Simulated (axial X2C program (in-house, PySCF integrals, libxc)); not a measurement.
**Correcting the dissociation energy of SbO⁺ for spin–orbit coupling**

A spin-free PBE0 curve (one-electron X2C) was computed with an in-house relativistic program for diatomic molecules, basis Sb dyall-cv3z [11s12p8d4f1g], O dyall-av3z [7s6p3d2f] (cores contracted in-house), for the state M_S = 0, Λ = 0 (closed shell). It gives D0 = 4.911 eV to Sb+ + O, which in a spin-free picture are the weighted means of the ground terms.

Measured levels of the ground terms (NIST Handbook of Basic Atomic Spectroscopic Data), in cm⁻¹: Sb+ 3P: J = 0 at 0, J = 1 at 3054.6, J = 2 at 5658.2; O 3P: J = 2 at 0, J = 1 at 158.3, J = 0 at 227.

The molecular state has Λ = 0, so it has no first-order lowering.

Task: How far does each ground level lie under the (2J+1)-weighted mean of its term?

Result: Sb+: (1 × 0 + 3 × 3054.6 + 5 × 5658.2)/9 = 4162 cm⁻¹; O: (5 × 0 + 3 × 158.3 + 1 × 227)/9 = 78 cm⁻¹.

Task: Correct D0.

Result: D0 = 4.911 + (0 − 4240)/8065.5 = 4.385 eV at PBE0 with these spin–orbit terms.

Second-order spin–orbit effects in the molecule, which grow quickly with Z, are left out. One determinant describes the state; a PBE0 search over occupations chose it and may have missed a lower one. De is counted from the lowest determinant-based energies of the atoms at the same level, without counterpoise correction.
